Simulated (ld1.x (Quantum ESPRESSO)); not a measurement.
## palladium (Pd): excitation energies, all-electron against TM

- Element: palladium (Pd)
- Generator: ld1.x (Quantum ESPRESSO) 7.5
- Type: norm-conserving Troullier–Martins (Kleinman–Bylander form)
- Functional: LDA (PZ)
- Relativity: fully relativistic
- Frozen core: [Kr]
- Valence charge: 10
- Reference configuration: 4d10 5s0 5p0
- Partial waves: 5p (bound, empty): rc 4.15 bohr; 4d (bound): rc 1.60 bohr; 5s (bound, empty): rc 2.10 bohr
- Local potential: the s channel
- Core correction: Bessel-smoothed model core, default radius (core density twice the valence density)

Open shells are filled in proportion to 2j + 1 (rel_dist='average').

Energies are relative to the spin-unpolarised reference configuration 4d10 5s0 5p0; without spin polarisation the order of configurations can differ from experiment.

```
valence configuration  charge  ΔE all-electron (eV)  error AE − PS (meV)
          4d9 5s0 5p0      +1                 9.393                  -65
          4d8 5s0 5p0      +2                30.475                 -412
          4d7 5s0 5p0      +3                65.067                -1260
          4d9 5s1 5p0       0                 1.439                  -87
        4d9.5 5s0 5p0    +0.5                 3.372                  -12
          4d9 5s0 5p1       0                 5.317                  -71
          4d8 5s1 5p0      +1                13.801                 -384
```

Levels in the configuration 4d7 5s0 5p0:

| level | all-electron (eV) | pseudo (eV) |
| --- | --- | --- |
| 4d j=3/2 | -42.200 | -43.372 |
| 4d j=5/2 | -41.619 | -42.766 |
